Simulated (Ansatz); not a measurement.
Geometry optimisation, RKS B3LYP-D4/def2-SVP in Ansatz 0.2.0.

Input:

```yaml
crystal:
  periodic: [false, false, false]
  atoms:
    - { symbol: B, position_ang: [-0.034463, -0.560267, -0.249105] }
    - { symbol: F, position_ang: [-0.256801, 0.437567, 2.063897] }
    - { symbol: H, position_ang: [1.037463, -0.035941, -0.345718] }
    - { symbol: Cl, position_ang: [-1.474981, 0.16096, -0.973997] }
    - { symbol: "N", position_ang: [-0.150633, -1.90369, 0.351325] }
    - { symbol: H, position_ang: [-1.001027, -2.450216, 0.263743] }
    - { symbol: H, position_ang: [0.678249, -2.445426, 0.56853] }
    - { symbol: H, position_ang: [-0.369607, -0.482487, 2.084224] }
basis:
  gaussian: { orbitals: def2-SVP }
hamiltonian:
  xc: b3lyp
  dispersion: d4
relax:
  f_tol: 0.03
  max_steps: 50
```

Command:

```bash
$ ansatz run input.yaml --threads 1 --pin off --max-ram 2048MiB --backend cpu --events-out ev --progress --plain --runs-dir out
```

Q: Where does it end, and by what steps?

A: The forces met the threshold. After 9 steps the energy has fallen by 0.197 eV; F2 moved furthest, 0.44 Å.

```
step  energy less start (eV)  largest force component (eV/Å)  accepted
   0                  0.0000                           2.190       yes
   1                 -0.0934                           2.006       yes
   2                 -0.1548                           1.380       yes
   3                 -0.1849                           0.669       yes
   4                 -0.1934                           0.131       yes
   5                 -0.1906                           0.214        no
   6                 -0.1958                           0.053       yes
   7                 -0.1968                           0.062       yes
   8                 -0.1954                           0.143        no
   9                 -0.1971                           0.020       yes
```

```xyz
8
Properties=species:S:1:pos:R:3
B -0.027 -0.587 -0.381
F -0.297 0.178 2.413
H 1.046 -0.073 -0.523
Cl -1.454 0.108 -1.151
N -0.161 -1.752 0.400
H -1.025 -2.288 0.420
H 0.656 -2.272 0.705
H -0.309 -0.594 1.879
```

Time of the run: 30 s on 1 thread of Arm Neoverse V2, on a shared host, peak memory 0.15 GiB.
